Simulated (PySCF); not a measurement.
Species: C₂H₁₁AlAsN.
Geometry (PBE0-D3(BJ)/def2-SVP, Å), atoms numbered from 1 in this order:
```
atom  x, y, z in Å
C1    -1.6746   -1.2250    0.3669
N2    -0.9045   -0.8043   -0.7755
Al3    0.0153    0.7301   -1.0320
C4    -0.2424    2.2205    0.2195
As5    2.1339   -0.5518    0.1624
H6    -1.3185   -2.1751    0.8137
H7    -1.6209   -0.4648    1.1633
H8    -2.7504   -1.3636    0.1434
H9    -0.9426   -1.4825   -1.5306
H10    0.6145    0.9012   -2.5022
H11    0.6406    2.8802    0.2538
H12   -1.0973    2.8463   -0.0898
H13   -0.4462    1.8852    1.2501
H14    3.5637   -0.3502    0.6494
H15    2.3956   -1.8611   -0.5493
H16    1.6268   -1.1768    1.4449
```

Method used: PBE0-D3(BJ)/def2-SVP geometry optimisation, gas phase in PySCF.

Which atoms are bound to Al3, and at what distances?

4 atoms: H10 1.597 Å, N2 1.807 Å, C4 1.963 Å, As5 2.749 Å. The nearest atom not counted as bound is H9, at 2.46 Å.

List the angles at Al3.

```csv
angle,degrees,distance of the outer atoms (Å)
C4–Al3–H10,123.7,3.14
N2–Al3–C4,119.2,3.25
N2–Al3–H10,114.4,2.86
C4–Al3–As5,100.3,3.65
As5–Al3–H10,99.3,3.39
N2–Al3–As5,86.3,3.19
```

Describe the arrangement about Al3 in numbers.

Angles from 86.3° to 123.7°; τ4 = (360° − α − β)/141° = 0.83 with α and β the two widest (0 for a square, 1 for a tetrahedron).

What are the other bond lengths?

C1–N2 1.441 Å; C1–H6, C1–H7, C1–H8 1.106 Å; N2–H9 1.016 Å; C4–H11, C4–H12, C4–H13 1.103 Å; As5–H14 1.524 Å; As5–H15 1.513 Å; As5–H16 1.514 Å.

Give some angles away from the centre.

C1–N2–Al3 129.2°.

What are the rotational constants (commonest isotopes, rigid rotor)?

A = 2633, B = 1320, C = 1046 MHz: an asymmetric top.

Point group: C1 (no symmetry element, even within 0.4 Å). Charge 0, singlet. Stationary, but not proved a minimum.

Time: 3.9 min of wall time; peak memory 0.71 GiB. Hardware: an Arm Neoverse V1 with one thread, shared host. These figures are those of the optimisation.

One conformer stands for the species.
